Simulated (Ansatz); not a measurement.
`[CH3][Ge]([OH])([OH])[F]` → CH₃OH + `[OH][Ge][F]` at 400 K and 1 bar (germylene formation by 1,1-elimination).

Computed with Ansatz on PBE0-D4/def2-TZVP structures; ΔE is electronic, products minus reactants. CCSD(T)/CBS adds triple-zeta CCSD(T) − MP2 to the extrapolated MP2 energy (def2 sets, frozen cores). This one scheme is used for every species. For Ge outer-core shells are correlated without core-valence functions, which leaves a few kJ/mol of doubt a bond. Scalar relativity is left out up to krypton. One conformer a species, not always the lowest.

```tsv
species	CCSD(T)/CBS energy (Eh)	H − E (kJ/mol)	S (J/(mol·K))
`[CH3][Ge]([OH])([OH])[F]`	-2367.43423	211.8	404.5
CH₃OH	-115.61712	151.2	252.6
`[OH][Ge][F]`	-2251.74560	59.1	297.8
```

H − E and S are ideal-gas, rigid-rotor, harmonic terms from PBE0-D4/def2-TZVP, for one conformer and one mirror image of each species. 1 Eh = 2625.50 kJ/mol, R = 8.31446 J/(mol·K).

Question: By hand: ΔE, ΔH, ΔS and ΔG.

Answer: ΔE = (-115.61712) + (-2251.74560) − (-2367.43423) = 0.07151 Eh = 187.7 kJ/mol. Δ(H − E) = 151.2 + 59.1 − 211.8 = -1.5, so ΔH = 186.2 kJ/mol. ΔS = 252.6 + 297.8 − 404.5 = 145.9 J/(mol·K). ΔG = 186.2 − 400 × (145.9)/1000 = 127.8 kJ/mol.

Question: By hand: the equilibrium constant, and the temperature at which ΔG would vanish if ΔH and ΔS stayed fixed.

Answer: log₁₀ K = −ΔG/(RT ln 10) = -16.7. ΔG = 0 at ΔH/ΔS = 1276 K.

The number of gas molecules changes by +1, which sets the sign of ΔS. A doubt of 5 kJ/mol in ΔE shifts log₁₀ K by 0.7 here. Other conformers and mirror images would add mixing entropy, several J/(mol·K) or more a flexible species. These are equilibria of isolated gas molecules and say nothing of rates. Largest T1 diagnostic: 0.015 (customary marks: 0.02 for closed shells, 0.045 for open ones).
